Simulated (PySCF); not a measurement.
H2Se. Atoms are numbered in the order given.

```xyz
3

Se     0.0000     0.0000     0.0566
H      0.0000    -1.0493    -0.9621
H      0.0000     1.0493    -0.9621
```

Geometry optimised at ωB97X-D3(BJ)/def2-TZVPD.

Computed with r2SCAN/def2-TZVPD (PySCF).

Symmetry labels are those of the subgroup C2v that the program uses (full group C2v).

Computed valence orbital energies around the gap with their symmetry:
```tsv
orbital	symmetry	energy (eV)
HOMO−7	A1	-54.99
HOMO−6	A2	-54.80
HOMO−5	B1	-54.73
HOMO−4	A1	-54.70
HOMO−3	A1	-18.57
HOMO−2	B2	-10.87
HOMO−1	A1	-9.14
HOMO	B1	-6.23
LUMO	B2	-0.57
LUMO+1	A1	-0.20
LUMO+2	B2	1.27
LUMO+3	A1	1.41
```
